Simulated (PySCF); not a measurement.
## Working out the ionisation energy of Rh

Rh [Kr] 4d8 5s1 (4F) → Rh⁺ [Kr] 4d8 (3F). Calculation: PySCF 2.14, in cc-pVTZ-PP with ECP28MDF; a scalar-relativistic core potential. Frozen: 4s2 4p6. Energies in hartree (1 hartree = 27.21139 eV):

| part | Rh (lower) | Rh⁺ (upper) |
| --- | --- | --- |
| UHF | -109.390156 | -109.158212 |
| MP2 opposite-spin | -0.152845 | -0.136953 |
| MP2 same-spin | -0.096480 | -0.079701 |

**Question.** What does Hartree-Fock give?

**Answer.** (-109.158212) − (-109.390156) = 0.231944 hartree = 6.312 eV.

**Question.** What do MP2 and SCS-MP2 (6/5 opposite-spin, 1/3 same-spin) give?

**Answer.** The opposite-spin parts differ by 0.432 eV and the same-spin parts by 0.457 eV. MP2: 6.312 + (0.432) + (0.457) = 7.201 eV. SCS-MP2: 6.312 + 1.2 × (0.432) + (0.457)/3 = 6.983 eV.

Measured between the centres of the two terms (NIST): 7.479 eV, so MP2 (valence) is off by -0.278 eV.

What remains against the reference includes basis incompleteness, the frozen core and correlation beyond second order.
